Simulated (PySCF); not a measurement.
# One molecule, several mistakes: B2GeH6N cation

Calculated results; nothing here was measured. The program is PySCF 2.14.0, an open-source quantum chemistry code, run on an isolated molecule that a program drew, which may never have been made. The molecule is B2GeH6N cation (charge +1, singlet), drawn as the SMILES string `B[B+][NH][GeH3]`.

Each row is a Hartree-Fock (HF) and frozen-core CCSD(T) single point in the cc-pVDZ basis, meant for a local HF minimum. Run 1 is clean. Each other run has one planted mistake out of seven kinds, and not every kind appears here: one electron removed, one electron added, multiplicity raised by two, geometry at a saddle point, minimal basis STO-3G, one bond length entered in bohr, all coordinates scaled. The reference is restricted for singlets and unrestricted otherwise, and also for a bond in bohr. Adding or removing an electron swaps singlet and doublet. Electrons count all cores. HOMO and LUMO are orbital energies over both spins, the gradient is its largest component, and the lowest frequency (negative if imaginary) is given only where the gradient is small. Bond lengths are over the 9 bonds as drawn. T1 is the CCSD diagnostic: over 0.02 (restricted) or 0.045 (unrestricted) a single reference is doubtful. Germanium has the cc-pVDZ-PP basis, with a core potential (ECP10MDF) in place of its 10 inner electrons, and its 3s, 3p and 3d shells are frozen in CCSD(T).

Geometry of the clean run:
```xyz
10
B2GeH6N cation, angstrom
B    -1.7990    1.0327    1.2031
B    -0.5887   -0.1410    0.9291
N     0.3617   -1.0140    0.7360
Ge    2.2828   -0.8306    1.2174
H    -1.4893    2.0528    1.7298
H    -2.9100    0.7893    0.8578
H     0.1203   -1.8916    0.2921
H     2.4922   -1.9723    2.1872
H     2.3198    0.5552    1.8278
H     2.9732   -0.9691   -0.1211
```

```
run  electrons  basis functions  <S^2>  HOMO (eV)  LUMO (eV)  gradient (hartree/bohr)  lowest frequency (cm^-1)  mean bond (Å)  longest bond (Å)      T1  HF (hartree)  CCSD(T) (hartree)                     mistake
  1         54               95  0.000     -17.30      -4.15                  4.3e-05                        90         1.4369             1.989  0.0148    -400.44956         -400.91529                    no fault
  2         54               95  2.011     -13.54      -8.27                  3.2e-02                         -         1.4369             1.989  0.0246    -400.27061         -400.73673  multiplicity raised by two
  3         55               95  0.757      -5.88       2.24                  7.3e-02                         -         1.4369             1.989  0.0140    -400.63271         -401.11740                           ?
  4         53               95  0.761     -23.05     -14.13                  8.5e-02                         -         1.4369             1.989  0.0788    -399.87092         -400.30067                           ?
```

**Which mistake was planted in run 3, and what did it cost?**

It counts 55 electrons, one more than the clean run, at the same geometry and basis. So the mistake is: one electron added. Subtracting run 1 and multiplying by 627.51 kcal/mol a hartree, the energy moved by -114.9 kcal/mol in HF and -126.8 kcal/mol in CCSD(T).

**Which mistake was planted in run 4, and what did it cost?**

It counts 53 electrons, one fewer than the clean run, at the same geometry and basis. So the mistake is: one electron removed. Subtracting run 1 and multiplying by 627.51 kcal/mol a hartree, the energy moved by 363.1 kcal/mol in HF and 385.7 kcal/mol in CCSD(T).

Cautions from the logs. Run 4: T1 is over the limit, so its CCSD(T) energy is less reliable.
